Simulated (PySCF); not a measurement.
**`O=[PH]1CCCCC1`, C$_{5}$H$_{11}$OP**

Geometry:
| atom | x (Å) | y (Å) | z (Å) |
| --- | --- | --- | --- |
| O1 | 0.341 | -2.640 | 1.501 |
| P2 | 0.177 | -1.616 | 0.466 |
| C3 | -1.343 | -0.612 | 0.586 |
| C4 | -1.356 | 0.502 | -0.451 |
| C5 | -0.149 | 1.427 | -0.308 |
| C6 | 1.168 | 0.727 | -0.632 |
| C7 | 1.498 | -0.359 | 0.383 |
| H8 | 0.128 | -2.120 | -0.837 |
| H9 | -1.363 | -0.208 | 1.604 |
| H10 | -2.205 | -1.276 | 0.480 |
| H11 | -2.274 | 1.085 | -0.343 |
| H12 | -1.356 | 0.064 | -1.452 |
| H13 | -0.273 | 2.275 | -0.985 |
| H14 | -0.111 | 1.817 | 0.712 |
| H15 | 1.976 | 1.463 | -0.648 |
| H16 | 1.104 | 0.283 | -1.628 |
| H17 | 2.440 | -0.862 | 0.147 |
| H18 | 1.591 | 0.054 | 1.392 |

Computed, not measured: GIAO BHandHLYP/pcSseg-1 magnetisability, rotational g tensor and spin-rotation constants, non-relativistic, gas phase (PySCF 2.14.0). Geometry: GFN2-xTB.

(1) Give the nuclear spin-rotation constants along the inertial axes (H = +C I·J) beside the isotropic shieldings.

(2) How do the rotational constants and the g tensor change when H8, H9, H10, H11, H12, H13, H14, H15, H16, H17, H18 are replaced by deuterium?

Answers

(1) Rotational constants 3.7605, 1.8539, 1.3683 GHz. A star marks the isotopologue with that one atom substituted, in its own axes.
| atom | isotope | Caa (kHz) | Cbb (kHz) | Ccc (kHz) | mean (kHz) | σ (ppm) |
| --- | --- | --- | --- | --- | --- | --- |
| P2 | 31P | 4.764 | 3.264 | 2.295 | 3.441 | 324.3 |
| H8 | 1H | -0.375 | -0.165 | 0.109 | -0.143 | 25.2 |
| H9 | 1H | -0.463 | -0.205 | 0.044 | -0.208 | 30.3 |
| H10 | 1H | -0.367 | 0.018 | -0.143 | -0.164 | 29.8 |
| H11 | 1H | -0.262 | -0.043 | -0.133 | -0.146 | 30.0 |
| H12 | 1H | -0.433 | -0.213 | 0.034 | -0.204 | 30.8 |
| H13 | 1H | 0.102 | -0.212 | -0.146 | -0.086 | 30.3 |
| H14 | 1H | -0.425 | -0.222 | 0.035 | -0.204 | 30.9 |
| H15 | 1H | -0.261 | -0.043 | -0.133 | -0.146 | 30.0 |
| H16 | 1H | -0.432 | -0.213 | 0.034 | -0.204 | 30.8 |
| H17 | 1H | -0.367 | 0.018 | -0.143 | -0.164 | 29.8 |
| H18 | 1H | -0.463 | -0.205 | 0.044 | -0.208 | 30.3 |
| O1 | 17O* | -0.777 | -0.147 | -0.117 | -0.347 | 247.1 |
| C3 | 13C* | 0.571 | 0.329 | 0.227 | 0.376 | 153.2 |
| C4 | 13C* | 0.641 | 0.254 | 0.205 | 0.366 | 161.1 |
| C5 | 13C* | 0.643 | 0.308 | 0.197 | 0.383 | 155.9 |

For the geometry as given, no vibrational averaging.

(2) Constants 2.9041, 1.6223, 1.1916 GHz; g -0.0074, -0.0196, -0.0163, against -0.0095, -0.0218, -0.0183 before.
